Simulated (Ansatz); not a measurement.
BN, triplet, at a GFN2-xTB geometry; WB97M-V/def2-SV(P) in Ansatz (an electronic-structure program).

Here is a job for Ansatz.
Ansatz 0.2 input:
```yaml
crystal:
  periodic: [false, false, false]
  atoms:
    - {symbol: B, position_ang: [-0.00000000, -0.00000000, -0.73991806]}
    - {symbol: N, position_ang: [0.00000000, 0.00000000, 0.52851290]}
basis:
  gaussian:
    orbitals: def2-SV_P_.json
hamiltonian:
  xc: {name: wB97M-V}
magnetization: {spin_polarized: true, initial_magnetization: 2}
```
The basis file holds def2-SV(P) in the JSON format of the Basis Set Exchange.

Problem. Predict the main parts of the log of this Ansatz run.

Solution. 
```
Functional definition: wB97M-V
286 factors; integrals over basis functions are off by at most 1.2e-3 eV
76 factors; integrals over basis functions are off by at most 7.5e-6 eV
mean field evaluation 1: about -2155.6312 eV, gradient 2.2e1 eV
mean field evaluation 2: about -2153.5922 eV, gradient 3.1e1 eV
mean field evaluation 4: about -2158.2753 eV, gradient 8.9e-1 eV
mean field evaluation 8: about -2158.3253 eV, gradient 5.7e-2 eV
mean field evaluation 16: about -2158.3254 eV, gradient 1.5e-4 eV
mean field -2158.32543752 eV, -79.3169968634 hartree, gradient 1.9e-5 eV, S^2 2.002498; 1 other end points of the search recorded, 0 dependent functions left out
reference -2158.32546251 eV, -79.3169977816 hartree; 7, 5 occupied and 21, 23 virtual orbitals, 286 factors
Total energy: -2158.32546251 eV, -79.3169977816 hartree
```
